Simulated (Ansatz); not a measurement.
Species: C₃H₆S, SMILES `C1CSC1` with one electron removed (charge 1, multiplicity 2), formula C₃H₆S.

Question: How many basis functions does frozen-core CCSD(T)/cc-pVTZ // PBE0-D3(BJ)/def2-TZVP run with Ansatz (a first-principles code) use, how many core orbitals are frozen, and how many electrons are correlated?

Answer: 208 basis functions and 8 frozen orbitals, which leaves 23 correlated electrons. Core time is of the order of minutes.
